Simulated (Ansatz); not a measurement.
Cost and result for the atomization energy of C₆H₁₆Ge, SMILES `C[CH](C)[GeH2][CH](C)C` (23 atoms, 22 bonds).

Z-matrix (Å, degrees):
```
C
C 1 1.523
H 1 1.094 2 111.4
H 1 1.096 2 110.8 3 -119.2
H 1 1.092 2 112.3 3 120.7
Ge 2 1.974 1 112.3 3 -59.1
C 2 1.523 1 111.3 3 64.7
H 2 1.096 1 108.7 3 -175.8
C 6 1.977 2 113.9 1 -58.9
H 6 1.548 2 108.0 1 -179.7
H 6 1.548 2 108.6 1 63.4
H 7 1.096 2 110.9 1 57.4
H 7 1.093 2 112.1 1 177.8
H 7 1.094 2 111.2 1 -61.8
C 9 1.523 6 112.7 2 80.9
C 9 1.523 6 110.9 2 -45.3
H 9 1.096 6 104.5 2 -161.8
H 15 1.093 9 111.9 6 56.3
H 15 1.096 9 110.7 6 176.4
H 15 1.093 9 111.7 6 -64.3
H 16 1.093 9 112.1 6 -55.4
H 16 1.094 9 111.4 6 65.2
H 16 1.095 9 110.9 6 -175.6
```

Charge 0, multiplicity 1. Correlated methods include outer-core shells of Ge, which these sets cover unevenly. Scalar relativity is left out up to krypton. All single points use the PBE0-D4/def2-TZVP geometry. It is one conformer, not always the lowest. Program: Ansatz. All runs use 4 threads of an AMD EPYC 7R13 on a shared host and a share of an NVIDIA H100 80 GB. Times are those of one run each, without the atoms' runs, and a repeat can differ threefold. Electronic energies, without spin–orbit coupling; frozen cores. CCSD(T)/CBS adds CCSD(T) − MP2 in def2-TZVPP to the MP2 limit, and its time is that of the two runs behind it. T1 = 0.010. With those shells the extrapolation isn't a true limit. HSE06 is the plane-wave form, built on full-range PBE exchange.

CCSD(T)/CBS is a level of theory with its own doubt, some kJ/mol a heavy atom from the limit and from the frozen cores, so smaller differences don't rank the functionals.

```
                             level  functions  wall time  atomization (kcal/mol)  difference from CCSD(T)/CBS  per bond
               BHLYP-D4/def2-TZVPP        458      2.2 s                  2033.4                        -41.5      -1.9
           CAM-B3LYP-D4/def2-TZVPP        458      2.6 s                  2079.6                          4.7       0.2
                PBE0-D4/def2-TZVPP        458      2.8 s                  2080.4                          5.5       0.2
               HSE06-D4/def2-TZVPP        458      2.8 s                  2081.2                          6.3       0.3
              revPBE-D4/def2-TZVPP        458      2.9 s                  2057.6                        -17.3      -0.8
            LDA (SPW92)/def2-TZVPP        458      3.2 s                  2335.5                        260.6      11.8
                  CCSD(T)/def2-SVP        196      3.2 s                  1992.9                        -82.0      -3.7
                 B2PLYP/def2-TZVPP        458      3.3 s                  2049.6                        -25.3      -1.1
r2SCAN-D4/def2-TZVPP (with forces)        458      3.9 s                  2075.2                          0.3       0.0
  ωB97M-V/def2-TZVPP (with forces)        458      5.5 s                  2073.5                         -1.4      -0.1
                    MP2/def2-QZVPP        911        8 s                  2068.6                         -6.3      -0.3
                CCSD(T)/def2-TZVPP        458       26 s                  2035.3                        -39.6      -1.8
                 CCSD(T)/CBS(def2)          –       34 s                  2074.9                          0.0       0.0
```

From PBE to PBE0 (25 % exact exchange), in def2-TZVPP and without D4, the atomization energy moves by −15.0 kcal/mol: exact exchange takes away binding that semilocal exchange gives to molecules. The D4 term adds +20.3 kcal/mol with B3LYP and +11.0 kcal/mol with PBE0; it sums over pairs of atoms, weighted by their polarisabilities, and B3LYP, whose exchange is more repulsive, gets the larger term. Leaving LDA and LC-ωPBE aside and taking each functional with its dispersion term where it has one, the values, not all of them listed here, spread over 63.8 kcal/mol, from BHLYP-D4 to PBE-D4. LDA lies +251.1 kcal/mol from PBE without D4, its usual overbinding.

B3LYP here is the variant with VWN-RPA as its local correlation; programs differ in this.

For some Ge, Se and Sn compounds the MP2-based and the directly extrapolated limit differ by 10 to 25 kJ/mol.
